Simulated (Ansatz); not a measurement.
Total energies of `C=CCCCCCCCCC[SeH]` from Ansatz at PBE0-D4/def2-SVP, gas phase (1 Eh = 27.2114 eV = 2625.5 kJ/mol). The reference geometry is relaxed at PBE-D4/def2-SVP.

```
atom   x (Å)   y (Å)   z (Å)
  C1  -4.063  -3.290   3.483
  C2  -2.750  -3.113   3.256
  C3  -2.133  -1.904   2.612
  C4  -1.445  -2.214   1.271
  C5  -0.762  -1.000   0.637
  C6  -0.116  -1.307  -0.718
  C7   0.554  -0.108  -1.403
  C8   1.809   0.414  -0.691
  C9   2.569   1.504  -1.459
 C10   1.807   2.829  -1.605
 C11   2.608   3.880  -2.367
Se12   1.732   5.649  -2.502
 H13  -4.799  -2.511   3.219
 H14  -4.455  -4.211   3.941
 H15  -2.047  -3.920   3.538
 H16  -2.909  -1.121   2.463
 H17  -1.376  -1.465   3.302
 H18  -2.199  -2.632   0.568
 H19  -0.694  -3.023   1.418
 H20  -1.507  -0.181   0.510
 H21  -0.001  -0.603   1.345
 H22   0.633  -2.121  -0.590
 H23  -0.895  -1.721  -1.395
 H24   0.833  -0.396  -2.441
 H25  -0.193   0.710  -1.508
 H26   1.543   0.800   0.318
 H27   2.496  -0.443  -0.514
 H28   3.536   1.703  -0.948
 H29   2.836   1.120  -2.470
 H30   0.842   2.659  -2.130
 H31   1.541   3.223  -0.600
 H32   3.567   4.104  -1.855
 H33   2.861   3.541  -3.392
 H34   0.580   5.147  -3.296
```

```tsv
state	geometry	energy (Eh)
charge 0 singlet	reference	-2832.56374
charge 1 doublet	reference	-2832.26244
charge -1 doublet	reference	-2832.50354
free C atom (triplet)	–	-37.76066
free Se atom (triplet)	–	-2400.91098
free H atom (doublet)	–	-0.50029
```

**Question.** Work out the vertical ionisation energy to the doublet.

**Answer.** E(charge 1 doublet) − E(charge 0 singlet) = -2832.26244 − (-2832.56374) = 0.30130 Eh = 8.20 eV. For comparison, −ε of the highest occupied level is 6.32 eV at this level, 1.88 eV less.

**Question.** Work out the vertical electron affinity, to the doublet.

**Answer.** E(charge 0 singlet) − E(charge -1 doublet) = -2832.56374 − (-2832.50354) = -0.06020 Eh = -1.64 eV; negative, so the extra electron isn't bound. The basis lacks diffuse functions, which makes affinities too small.

**Question.** Give the fundamental gap IE − EA, the Mulliken electronegativity (IE + EA)/2 and the hardness (IE − EA)/2.

**Answer.** From the values in Eh: IE − EA = 0.30130 − (-0.06020) = 0.36150 Eh = 9.84 eV; (IE + EA)/2 = 3.28 eV; (IE − EA)/2 = 4.92 eV. The HOMO–LUMO gap of the same run is 6.71 eV, 3.13 eV smaller than the fundamental gap.

**Question.** What is the binding energy per atom against free atoms?

**Answer.** Atoms: 11 × (-37.76066) + 1 × (-2400.91098) + 22 × (-0.50029) = -2827.28462 Eh. Binding: -2827.28462 − (-2832.56374) = 5.27912 Eh = 143.65 eV, or 4.23 eV for each of 34 atoms (no zero-point energy, no counterpoise term).

At PBE0-D4/def2-SVP the highest occupied level of the charge -1 doublet lies above zero (up to 2.93 eV). By energy differences it is unbound by 1.64 eV (vertical, to the charge 0 singlet, at PBE0-D4/def2-SVP) and held by the finite basis.
